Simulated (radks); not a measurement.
Species: W. Configuration: [Xe] 4f14 5d4 6s2. Calculated with a radial shooting solver on a logarithmic mesh with Libxc functionals: Dirac Kohn-Sham, PBEsol, spin-unpolarised, spherical densities, finite nucleus; open shells fill j = l - 1/2 first; Fermi nuclear charge, rms radius 5.3658 fm.

Spin-orbit splittings of the eigenvalues, e(l+1/2) - e(l-1/2), with zeta = 2 splitting/(2l+1) and mean radii in bohr:

shell  occ.  splitting (eV)  zeta (eV)  <r> j=l-1/2  <r> j=l+1/2
2p        6            1352      901.3      0.06366      0.07162
3p        6           292.3      194.9       0.1906       0.2054
3d       10           63.59      25.44       0.1797       0.1842
4p        6           67.83      45.22       0.4547       0.4880
4d       10           12.50      5.000       0.5049       0.5163
4f       14               ?          ?       0.6033       0.6130
5p        6           9.823      6.549        1.178        1.284
5d        4          0.7139     0.2855        2.040        2.142

Estimate the 4f splitting.

Answer. 2.238 eV (zeta = 0.6394 eV).
